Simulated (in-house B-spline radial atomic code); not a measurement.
The numbers below are computed, except where a source is named.
# Building a PAW s channel for Fe, r_c = 2.97 bohr

Fe, [Ar] 3d6 4s2, non-relativistic LDA (VWN5), spherical and spin-unpolarised, from an all-electron radial atomic-structure program (B-spline basis) (atomic units; all potentials screened as in the neutral atom).

Two all-electron partial waves φ1, φ2 are integrated outwards at E1 = ε(4s) = -0.197978 and E2 = E1 + 1.5 hartree; φ1 is the bound orbital and φ2 has unit norm inside r_c = 2.9656 bohr. Smooth partners are polynomials, r^1(a0 + a1 r² + a2 r⁴ + a3 r⁶), matched to φ and three derivatives at r_c, with no condition on the norm. The local potential is -1.93468 + (0.480187) r² + (-0.0517912) r⁴ + (0.00207116) r⁶ inside 2.5256 bohr and the all-electron one outside.

| wave | φ(r_c) | φ'(r_c) | a0 | a1 | a2 | a3 |
| --- | --- | --- | --- | --- | --- | --- |
| 1 | 0.5869558 | -0.1296526 | 0.4307321 | -0.03409326 | 0.0008408921 | 2.926976e-06 |
| 2 | 0.9750129 | 0.6980887 | -2.114272 | 0.6425268 | -0.05374799 | 0.001395746 |

Inside r_c the overlaps are <φi φj> = [[0.55286, -0.17872], [-0.17872, 1.00000]] and, for the smooth waves, [[0.70900, -0.73979], [-0.73979, 3.05348]]. With χj = (Ej − T − V_local) applied to smooth wave j, the program's quadrature gives the matrix B_ij = <smooth i, χj> as [[0.27922, -1.60539], [-0.76379, 4.86279]].

Task: Check the match of the first wave, and find the augmentation charges q_ij.

Result: At r_c the four terms are 1.27738, -0.88921, 0.19289, 0.00590, which sum to 0.5870, φ1(r_c) to rounding. q_ij is the all-electron overlap less the smooth one: [[-0.15614, 0.56107], [0.56107, -2.05348]]. The smooth first wave has a norm of 0.7090 inside r_c against 0.5529, so q11 is negative and must stay small enough for the overlap operator to be positive.

Task: B isn't symmetric. Show that D_ij = B_ij + Ej q_ij is.

Result: Integrating by parts gives B12 − B21 = (E1 − E2) q12: -1.60539 − (-0.76379) = -0.84160, and −1.5 × (0.56107) = -0.84160. So D12 = -1.60539 + (1.302022)(0.56107) = -0.87487 and D21 = -0.76379 + (-0.197978)(0.56107) = -0.87487; D11 = 0.31013, D22 = 2.18911. The projectors, p = (B⁻¹)ᵀ χ, are dual to the smooth waves; det B = 0.13.

Solving (T + V_local + Σ p D p) ψ = E (1 + Σ p q p) ψ in a sphere of 9 bohr, whose wall lifts the free-atom level a little, gives these levels:

| all-electron | one projector | two projectors |
| --- | --- | --- |
| -0.197538 | -0.197538 | -0.197538 |
| 0.089966 | 0.087166 | 0.089857 |
| 0.433753 | 0.404531 | 0.433307 |
| 0.935678 | 0.764741 | 0.935319 |
| 1.584990 | 1.170910 | 1.584250 |

Task: What does the second projector gain?

Result: With one projector the errors are 0.00, -2.80, -29.22, -170.94 millihartree, and the level at 1.1709 is out of step with the all-electron series: an extra state, or one far too low, so the pairing ends there. With two the errors are 0.00, -0.11, -0.45, -0.36, -0.74 millihartree. The scattering is exact at E1 and at E2 = 1.302, and over all levels compared the largest error is 0.74 millihartree. The lowest eigenvalue of the overlap operator is 0.5721 with one and 0.1637 with two projectors. The smooth orbital alone needs a cutoff of 0.871 hartree for 1 millihartree of kinetic energy, against 3.38 for a norm-conserving Troullier-Martins orbital of the same radius; part of the gain comes from giving up the norm, part from the simpler form.
